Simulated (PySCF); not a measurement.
An unknown is described by computed data only.

Elements present: C, H, N, O and Si. Monoisotopic mass: 84.9984 u.

* Valence photoelectron: vertical ionisation energy: 10.21 eV [ΔSCF B3LYP/def2-SVPD]
* 13C NMR: chemical shifts (computed TMS as zero) by class: 235.8 (1 C), 122.9 (1 C) ppm [GIAO PBE0/pcSseg-1]
* Triplet: lowest triplet excitation (Tamm–Dancoff): 2.56 eV [TDA B3LYP/def2-SVPD]
* 1H NMR: chemical shifts (computed TMS as zero) by class: 11.85 (1 H), 4.14 (2 H) ppm [GIAO PBE0/pcSseg-1]
* Rotational structure: rotational constants A, B, C: 13.040, 1.936, 1.721 GHz [PBE0-D3(BJ)/def2-SVP]
* Dipole: 1.46 D [B3LYP/def2-SVPD]

Gas-phase values; electronic properties from PySCF, density fitting. Levels stand in brackets. One conformer (not necessarily the lowest) at the PBE0-D3(BJ)/def2-SVP geometry, without solvent, vibrations or thermal averaging. NMR classes are plain means over equivalent atoms (diastereotopic ones count apart unless rotation or inversion swaps them), as if these changed places fast.

Question: Which formula fits the mass and the elements?

Answer: C2H3NOSi (calculated 84.9984). No other formula that holds each of these elements comes within 0.0003 u with a fitting electron parity and a possible valence count.

Question: What is the compound? Reason from the data.

Answer: Numbering: `[N:1]#[C:2][SiH2:3][CH:4]=[O:5]`. Its formula, C2H3NOSi, gives 3 degrees of unsaturation: 0 rings and 3 π bonds in the structure found. 2 carbons fall into 2 classes; from least to most shielded: carbonyl carbon [C4] (235.8 ppm), cyano carbon [C2] (122.9 ppm). Hydrogen classes from least to most shielded: 1 H on a carbonyl carbon, C4 (11.85 ppm), 2 H on an SiH2 silicon, Si3 (4.14 ppm). The first electron is taken from the HOMO, whose largest Löwdin shares are 0.52 on the carbonyl oxygen, 0.20 on the carbonyl carbon, 0.11 on the SiH2 silicon and 0.10 on the formyl hydrogen. By its constants the optimised geometry is an asymmetric top. Structure: `N#C[SiH2]C=O`. The assignments are read from this structure; whether some other isomer fits the data as well wasn't checked.

Shape of the structure used: `[N:1]#[C:2][SiH2:3][CH:4]=[O:5]`: C2–Si3–C4–O5 -179°.
